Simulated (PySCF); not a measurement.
A structure optimised at B3LYP-D3(BJ)/def2-SVP, used in a PySCF frequency run:

```xyz
14

C      2.9686    -0.3176     0.4352
C      1.5729    -0.1535     0.0429
C      0.4128    -0.0174    -0.2870
C     -0.9664     0.1444    -0.6767
C     -1.9288     0.9246     0.2036
C     -2.0713    -0.5638     0.0897
H      3.6035    -0.5388    -0.4389
H      3.0909    -1.1477     1.1510
H      3.3660     0.5945     0.9115
H     -1.1263     0.2423    -1.7565
H     -1.5269     1.3344     1.1334
H     -2.6623     1.5617    -0.2976
H     -1.7675    -1.1775     0.9413
H     -2.9045    -0.9682    -0.4912
```
Charge 0, spin multiplicity 1.

Question: Write its SMILES and formula.

Answer: CC#CC1CC1, C6H8

Question: What are its rotational constants (standard atomic weights)?

Answer: 13.553, 1.5703, 1.5420 GHz
